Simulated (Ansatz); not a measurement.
Molecule: sum formula SiNH4, charge 0, multiplicity 2. It need not be the lowest isomer of its formula. 
Structure (B3LYP-D3(BJ)/def2-TZVP (Ansatz, an electronic-structure program) minimum search):
```
N
H 1 1.0087
H 1 1.0087 2 110.99
Si 1 1.7310 2 120.36 3 -148.45
H 4 1.4907 1 106.96 2 -166.36
H 4 1.4907 5 110.36 1 -116.00
```
Charge 0, spin multiplicity 2.

Basis-set convergence of Hartree-Fock and CCSD correlation energies (hartree) with Ansatz. Correlated levels leave the core frozen unless marked. UHF or UKS for open shells. No spin-orbit coupling. Non-relativistic.

```json
[
 {"basis": "def2-SVPD", "functions": "76", "E(HF)": "-345.56269", "E(corr, CCSD)": "-0.30633"},
 {"basis": "def2-TZVPPD", "functions": "153", "E(HF)": "-345.72971", "E(corr, CCSD)": "-0.35571"},
 {"basis": "def2-QZVPPD", "functions": "271", "E(HF)": "-345.74130", "E(corr, CCSD)": "-0.37394"}
]
```

Extrapolating the two largest sets (X = 3 and 4) as X^-3: E(corr) = (64·(-0.37394) - 27·(-0.35571))/37 = -0.3872 Eh, an estimate of the basis-set limit. The largest set recovers 96.6 % of it, the smallest 79.1 %.
